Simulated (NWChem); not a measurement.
# CH$_{3}$F$_{3}$OSi; SMILES OC[Si](F)(F)F

```xyz
9

O      0.0879     2.3031    -0.0754
C     -0.8628     1.2373    -0.1760
Si    -0.0093    -0.4203    -0.0142
F      0.9095    -0.7730    -1.2684
F     -1.0495    -1.6182     0.1732
F      0.9336    -0.3773     1.2775
H      0.4638     2.2853     0.8189
H     -1.6765     1.3351     0.5609
H     -1.3263     1.3316    -1.1634
```
Atoms are numbered in this order, from 1.

Computed with NWChem. Medium grid unless said otherwise, to which SCAN and Minnesota functionals are sensitive. All runs use the structure optimised with B3LYP/6-31G* (spherical d). Total energies of different functionals are on different scales.

| level | energy (Ha) | highest occupied level (eV) | orbital gap (eV) | dipole (D) |
|---|---|---|---|---|
| PBE/def2-TZVP | -703.9914 | ? | ? | 1.81 |
| B3LYP/def2-TZVP | -704.5791 | -8.12 | 8.03 | 1.86 |
| M06-2X/def2-TZVP | -704.3966 | -9.99 | 10.91 | 1.89 |
| r2SCAN/def2-TZVP | -704.3525 | -7.04 | 6.88 | 1.82 |
| TPSSh/def2-TZVP | -704.5551 | -7.45 | 7.38 | 1.80 |
| CAM-B3LYP/def2-TZVP | -704.4600 | -9.86 | 10.98 | 1.88 |

Problem. What belongs in the gaps?

Solution. 
- PBE/def2-TZVP, highest occupied level (eV): -6.70
- PBE/def2-TZVP, orbital gap (eV): 6.00
